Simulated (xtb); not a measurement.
Cl$_{4}$Ge, charge -1, doublet, at a GFN2-xTB geometry (a state made from the parent by changing its charge; the spin is typed, not shown lowest). Base run: GFN0-xTB (xtb).

xtb was given this input:
```
$ xtb mol.xyz --gfn 0 --chrg -1 --uhf 1 --json

# file mol.xyz
5

Cl    -0.73927498    -1.61454827    -1.82718074
Ge    -0.19848263    -0.16397815     0.08629560
Cl     2.05412351    -0.43159502     0.15916763
Cl    -0.31402701     1.86919085    -0.91572080
Cl    -0.62720716     0.48561719     2.42129515
```

Each row names what was changed in the base input (with any setting that the change needs).

| change | ΔE vs base (kcal/mol) |
|---|---|
| base | 0.000 |
| etemp = 10000 | -27.35 |
| acc = 0.0001 | 0.000 |
| etemp = 10 | 0.000 |
| etemp = 1000 | 0.000 |
